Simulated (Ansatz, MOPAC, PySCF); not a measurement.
Molecule: CsLi, charge 0, multiplicity 1. SMILES: [Li][Cs]
Geometry from a B3LYP-D3(BJ)/def2-TZVP (Ansatz, a program for electronic structure) optimisation:
```xyz
2

Li     0.0000     0.0000    -3.5534
Cs     0.0000     0.0000     0.1938
```

Unscaled harmonic wavenumbers (cm⁻¹) in rising order, each level at the stationary point that it reaches from this structure (no distance between atoms moves by over 0.3 Å); the order of modes can differ between levels, and a negative number is imaginary. B3LYP-D3(BJ)/def2-TZVP (PySCF, at the structure above): 167.

PM3 (MOPAC): 181. Zero-point energy 0.3 against 0.2 kcal/mol.

HF/3-21G (Ansatz): 159. Zero-point energy 0.2 against 0.2 kcal/mol.

HF/6-31G* with LANL2DZ past Ar (Ansatz): 166. Zero-point energy 0.2 against 0.2 kcal/mol.
